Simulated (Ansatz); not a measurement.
Input file for `FC[CH](F)[SnH3]`:

```yaml
crystal:
  periodic: [false, false, false]
  atoms:
    - {symbol: F, position_ang: [-0.412642, -1.917705, 1.845175]}
    - {symbol: C, position_ang: [-0.093974, -0.687487, 1.297905]}
    - {symbol: C, position_ang: [-0.070031, -0.747918, -0.194368]}
    - {symbol: F, position_ang: [1.000639, -1.522285, -0.624254]}
    - {symbol: Sn, position_ang: [0.115435, 1.232870, -1.096925]}
    - {symbol: H, position_ang: [0.883614, -0.392199, 1.691083]}
    - {symbol: H, position_ang: [-0.851830, 0.032280, 1.627993]}
    - {symbol: H, position_ang: [-0.985562, -1.223409, -0.560741]}
    - {symbol: H, position_ang: [0.383326, 1.017817, -2.762871]}
    - {symbol: H, position_ang: [-1.329760, 2.103091, -0.830282]}
    - {symbol: H, position_ang: [1.426184, 2.047944, -0.372214]}
basis:
  gaussian: {orbitals: def2-TZVPP}
correlation: {method: ccsd_t}
```

```sh
$ ansatz run in.yaml --threads 4 --pin off --events-out ev --progress --plain --max-ram 10444MiB
```

The program prints (abridged):

```
Functional definition: HF
1723 factors; integrals over basis functions are off by at most 1.2e-3 eV
mean field evaluation 1: about -13372.1505 eV, gradient 3.2e1 eV
mean field evaluation 2: about -13372.3745 eV, gradient 3.2e1 eV
mean field evaluation 4: about -13375.0408 eV, gradient 4.2e0 eV
mean field evaluation 8: about -13375.0965 eV, gradient 2.7e-1 eV
mean field -13375.09676711 eV, -491.5257402249 hartree, gradient 1.0e-6 eV, S^2 0.000000; 0 other end points of the search recorded, 0 dependent functions left out
8 core orbitals not correlated: weight in the atoms' cores, before any rotation towards them, 1.000 or more for the frozen orbitals, at most 0.000 for the correlated occupied ones
reference -13375.09676711 eV, -491.5257402249 hartree; 21, 21 occupied and 229, 229 virtual orbitals, 1723 factors
second order -31.97779223 eV of doubles, -0.00000000 eV of singles
cycle   1  -31.86287363 eV  change    1.1e-1 eV  update   1.2e-1
cycle   2  -32.61064267 eV  change   -7.5e-1 eV  update   3.6e-2
cycle   3  -32.76633618 eV  change   -1.6e-1 eV  update   1.9e-2
cycle   4  -32.75059444 eV  change    1.6e-2 eV  update   4.4e-3
cycle   5  -32.74577957 eV  change    4.8e-3 eV  update   1.9e-3
cycle   6  -32.74662141 eV  change   -8.4e-4 eV  update   5.8e-4
cycle   7  -32.74651715 eV  change    1.0e-4 eV  update   2.6e-4
cycle   8  -32.74633279 eV  change    1.8e-4 eV  update   8.0e-5
cycle   9  -32.74633832 eV  change   -5.5e-6 eV  update   3.2e-5
perturbative correction -1.04455876 eV, -0.0383868263 hartree
Total energy: -13408.88766418 eV, -492.7675327883 hartree
```

Run time 5.4 min (4 threads of an Arm Neoverse V1 on a shared host); peak host memory 7 GiB.

MP2 recovers 94.6 % of the CCSD(T) correlation energy and the triples give 3.1 %; T1 = 0.0126.
